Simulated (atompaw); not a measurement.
## What one change does to a pseudopotential (cadmium, PAW (atompaw))

cadmium (Cd), PAW, made with atompaw 4.2.0.5 (PBE, scalar-relativistic). Core [Kr] 4d10, reference 5s1.75 5p0.25. Waves: 5s (bound): rc 2.45 bohr; 5s channel at -0.15 Ry: rc 3.00 bohr; 5p (bound): rc 3.00 bohr; 5p channel at 4.6 Ry: rc 3.00 bohr; 5d channel at 0.1 Ry: rc 3.00 bohr. Local part: troulliermartins scheme with l = 3 at 0 Ry, radius 2.80 bohr. Core correction: smooth core density matched at 2.25 bohr. Augmentation charge: gaussian compensation charge, radius 2.50 bohr; PAW radius 3.00 bohr; waves and projectors: custom polynom2 7 10 vanderbiltortho.

All-electron outer shells of the reference configuration (PBE, scalar-relativistic, ld1.x):

```
shell  level (eV)  outermost node (bohr)  outermost maximum (bohr)
   4p      -67.51                   0.43                      0.84
   4d      -12.26                   0.42                      0.98
   5s       -6.02                   1.06                      2.32
   5p       -1.45                   1.20                      3.29
```

Change: augmentation gaussian compensation charge, radius 2.50 bohr; PAW radius 3.00 bohr; waves and projectors: custom rrkj vanderbiltortho.

Cutoffs: the cutoffs (Ry, on a coarse ladder) from which the occupation-weighted sum of valence levels, in a spherical-Bessel basis at the reference potential, stays within 10 and 1 mRy of its value at 400 Ry; they do not see the model core or the augmentation charge, which bear on the density cutoff.

Q: What does the change do?

A: Both files are very soft, the changed one slightly softer (loose and tight cutoff 6 and 8 Ry → 6 and 6 Ry on this coarse ladder); a bound ghost appears in s, which as a rule spoils a file; the range in which the s phases agree widens (upper end 0.3 → 2.6); the range in which the p phases agree widens (upper end 3.7 → at the end of the scan).

| quantity | base | changed |
| --- | --- | --- |
| cutoff, loose | 6 Ry | 6 Ry |
| cutoff, tight | 8 Ry | 6 Ry |
| bound ghosts | none | s |
| s: phases at 3.02 bohr within 0.05 rad from the reference energy up to (Ry; the scan ends near 5) | 0.3 | 2.6 |
| p: phases at 3.02 bohr within 0.05 rad from the reference energy up to (Ry; the scan ends near 5) | 3.7 | to the end of the scan |
| d: phases at 3.02 bohr within 0.05 rad from the reference energy up to (Ry; the scan ends near 5) | 0.4 | 0.4 |
| lowest overlap eigenvalue by channel | s 0.17, p 0.70, d 1.00 | s 0.06, p 0.24, d 1.00 |

 A true bound ghost makes a file unfit for plane-wave use even where its test errors are small: the radial tests pick states by their node count and pass the ghost by. The cutoffs see the waves, projectors and local potential, not the compensation charge or the core.
